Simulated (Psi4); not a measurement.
CS2 (SMILES S=C=S), singlet, at a GFN2-xTB geometry; REVPBE/aug-cc-pVDZ (Psi4).

Input for Psi4:
```
memory 2 GB

molecule mol {
0 1
S    -0.000000   -0.000000   -1.550125
C     0.000000    0.000000    0.000000
S     0.000000    0.000000    1.550125
}

set {
  basis aug-cc-pvdz
  reference rks
  scf_type pk
  puream true
  d_convergence 1e-8
  dft_radial_points 99
  dft_spherical_points 590
}

energy('revpbe')
print_variables()
```

Output, abridged:

```
   => Loading Basis Set <=

    Name: AUG-CC-PVDZ
    Role: ORBITAL
    Keyword: BASIS

         ---------------------------------------------------------
                                   SCF
               by Justin Turney, Rob Parrish, Andy Simmonett
                          and Daniel G. A. Smith
                              RKS Reference
         ---------------------------------------------------------

  ==> Geometry <==

    Molecular point group: d2h
    Full point group: D_inf_h

    Geometry (in Angstrom), charge = 0, multiplicity = 1:

       Center              X                  Y                   Z               Mass
    ------------   -----------------  -----------------  -----------------  -----------------
         S            0.000000000000     0.000000000000    -1.550125000000    31.972071174400
         C            0.000000000000     0.000000000000     0.000000000000    12.000000000000
         S            0.000000000000     0.000000000000     1.550125000000    31.972071174400

  Running in d2h symmetry.

  Rotational constants: A = ************  B =      0.10971  C =      0.10971 [cm^-1]
  Rotational constants: A = ************  B =   3289.14479  C =   3289.14479 [MHz]
  Nuclear repulsion =  109.240678922280424

  Charge       = 0
  Multiplicity = 1
  Electrons    = 38
  Nalpha       = 19
  Nbeta        = 19

  ==> Algorithm <==

  SCF Algorithm Type is PK.
  DIIS enabled.
  MOM disabled.
  Fractional occupation disabled.
  Guess Type is SAD.
  Energy threshold   = 1.00e-06
  Density threshold  = 1.00e-08
  Integral threshold = 1.00e-12

  ==> Primary Basis <==

  Basis Set: AUG-CC-PVDZ
    Blend: AUG-CC-PVDZ
    Number of shells: 31
    Number of basis functions: 77
    Number of Cartesian functions: 83
    Spherical Harmonics?: true
    Max angular momentum: 2

  ==> DFT Potential <==

   => LibXC <=

    Version 7.1.2
    S. Lehtola, C. Steigemann, M. J. T. Oliveira, and M. A. L. Marques,  SoftwareX 7, 1–5 (2018) (10.1016/j.softx.2017.11.002)

   => Composite Functional: REVPBE <=

    revPBE GGA Exchange-Correlation Functional

    Y. Zhang and W. Yang, Phys. Rev. Lett. 80, 890, 1998

    Deriv               =              1
    GGA                 =           TRUE
    Meta                =          FALSE

    Exchange Hybrid     =          FALSE
    MP2 Hybrid          =          FALSE

   => Exchange Functionals <=

    1.0000   XC_GGA_X_PBE_R

   => Correlation Functionals <=

    1.0000     XC_GGA_C_PBE

[...]
   @RKS iter   8:  -834.35814573106268   -3.14685e-10   3.13373e-07 DIIS
   @RKS iter   9:  -834.35814573111679   -5.41149e-11   1.02061e-08 DIIS
   @RKS iter  10:  -834.35814573111679    0.00000e+00   1.09900e-09 DIIS
  Energy and wave function converged.

  ==> Post-Iterations <==

   Electrons on quadrature grid:
      Ntotal   =   38.0000000647 ; deviation = 6.471e-08

    Orbital Energies [Eh]
    ---------------------

    Doubly Occupied:

[...]
       2B3g   -0.249812

    Virtual:

[...]
      21Ag     2.598140

    Final Occupation by Irrep:
             Ag   B1g   B2g   B3g    Au   B1u   B2u   B3u
    DOCC [     6,    0,    2,    2,    0,    5,    2,    2 ]
    NA   [     6,    0,    2,    2,    0,    5,    2,    2 ]
    NB   [     6,    0,    2,    2,    0,    5,    2,    2 ]

  @RKS Final Energy:  -834.35814573111679

   => Energetics <=

    Nuclear Repulsion Energy =            109.2406789222804235
    One-Electron Energy =               -1367.5837297576970286
    Two-Electron Energy =                 480.5798596737550952
    DFT Exchange-Correlation Energy =     -56.5949545694553180
    Empirical Dispersion Energy =           0.0000000000000000
    VV10 Nonlocal Energy =                  0.0000000000000000
    Total Energy =                       -834.3581457311167924

Computation Completed

Properties will be evaluated at   0.000000,   0.000000,   0.000000 [a0]

Properties computed using the SCF density matrix

 Multipole Moments:

 ------------------------------------------------------------------------------------
     Multipole            Electronic (a.u.)      Nuclear  (a.u.)        Total (a.u.)
 ------------------------------------------------------------------------------------

 L = 1.  Multiply by 2.5417464519 to convert [e a0] to [Debye]
 Dipole X            :          0.0000000            0.0000000            0.0000000
 Dipole Y            :          0.0000000            0.0000000            0.0000000
 Dipole Z            :          0.0000000            0.0000000            0.0000000
 Magnitude           :                                                    0.0000000

 ------------------------------------------------------------------------------------

  Variable Map:
  ----------------------------------------------------------------------------
[...]
  Array Variable Map:
  ----------------------------------------------------------------------------
[...]
[...]
```
